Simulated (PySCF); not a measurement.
Isomers of C5H14OSi2. Level of theory: TDDFT CAM-B3LYP/def2-SVPD, vertical, gas phase, core orbitals frozen in the response in PySCF 2.14.0, density-fitted response routines. Geometries: PBE0-D3(BJ)/def2-SVP; one conformer of each isolated species. Triplets are in the Tamm–Dancoff approximation. 'Strongest' means the level of largest summed f among the lowest 10 singlets; it needn't be the same kind of state in each.

**Question.** Rank by computed energy of the strongest computed level, lowest first.
A. `[SiH3]C[C@@H]1COCC[SiH2]1`
B. `CCC[C@@H]1C[SiH2]O[SiH2]1`
C. `CCO[Si@@H](C)/C=C/[SiH3]`
D. `C[Si@H](O)/C(CC)=C\[SiH3]`
E. `[SiH3]C[SiH]1CCOCC1`

**Answer.** D (6.23 eV), C (6.61 eV), A (7.93 eV), E (8.26 eV), B (8.42 eV).

```
                   SMILES  strongest (eV)  LUMO (eV)  gap (eV)  HOMO (eV)  first f ≥ 0.01 (nm)  f (strongest)    S1 mainly
CC/C(=C/[SiH3])[Si@H](C)O            6.23       0.18      9.07      -8.89                  199           0.35  H-1→L (91%)
 CCO[Si@@H](C)/C=C/[SiH3]            6.61       0.24      9.41      -9.18                  188           0.33  H-2→L (79%)
[SiH3]C[C@@H]1COCC[SiH2]1            7.93       1.15      9.90      -8.75                  174           0.05  H→L+1 (39%)
      [SiH3]C[SiH]1CCOCC1            8.26       1.13      9.92      -8.80                  171           0.08  H→L+1 (68%)
CCC[C@@H]1C[SiH2]O[SiH2]1            8.42       1.05     10.39      -9.34                  156           0.07    H→L (74%)
```

H and L stand for HOMO and LUMO.
